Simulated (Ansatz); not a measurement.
[Cu(H2O)4]2+ (CuO4H8²⁺). Total charge 2; doublet. Geometry r2SCAN-D4/def2-SVP.

Cartesian coordinates in Å:
```
Cu -0.005 -0.008 -0.012
O -0.973 -1.117 1.277
H -0.551 -1.545 2.045
H -1.845 -1.532 1.144
O -1.577 1.140 -0.192
H -2.199 1.327 0.535
H -1.990 1.435 -1.025
O 1.012 1.189 -1.178
H 0.877 2.154 -1.210
H 1.524 0.931 -1.967
O 1.589 -1.119 0.221
H 2.498 -0.768 0.232
H 1.641 -2.088 0.130
```

Estimate the α-spin orbital energies around the gap (eV) in Ansatz with PBE-D4/def2-SVP, PBE-D4/def2-TZVP, r2SCAN-D4/def2-TZVP, PBE0-D4/def2-SVP, PBE0-D4/def2-TZVP.


```tsv
orbital	PBE-D4/def2-SVP	PBE-D4/def2-TZVP	r2SCAN-D4/def2-TZVP	PBE0-D4/def2-SVP	PBE0-D4/def2-TZVP
HOMO−13	-23.61	-23.78	-24.22	-25.67	-25.61
HOMO−12	-22.66	-22.86	-23.29	-25.48	-25.58
HOMO−11	-22.53	-22.62	-23.27	-24.80	-24.89
HOMO−10	-21.27	-21.45	-21.88	-23.23	-23.31
HOMO−9	-21.24	-21.42	-21.85	-23.18	-23.27
HOMO−8	-19.55	-19.60	-20.17	-22.95	-22.76
HOMO−7	-19.07	-19.14	-19.74	-22.45	-22.26
HOMO−6	-19.04	-19.10	-19.70	-22.40	-22.22
HOMO−5	-18.37	-18.37	-19.00	-21.66	-21.49
HOMO−4	-17.86	-18.07	-18.51	-20.35	-20.37
HOMO−3	-17.79	-17.94	-18.47	-19.82	-19.95
HOMO−2	-17.60	-17.77	-18.25	-19.76	-19.87
HOMO−1	-17.58	-17.75	-18.23	-19.75	-19.86
HOMO	-17.37	-17.45	-18.06	-19.74	-19.82
LUMO	-10.29	-10.61	-10.11	-9.41	-9.67
LUMO+1	-8.34	-8.74	-7.86	-7.27	-7.73
LUMO+2	-8.33	-8.74	-7.86	-7.27	-7.72
LUMO+3	-7.90	-8.11	-7.73	-7.02	-7.15
LUMO+4	-7.30	-7.69	-6.72	-6.15	-6.61
LUMO+5	-6.89	-7.25	-6.52	-5.80	-6.17
β HOMO	-17.37	-17.50	-17.95	-19.60	-19.70
β LUMO	-15.91	-15.90	-15.48	-13.99	-13.72
```
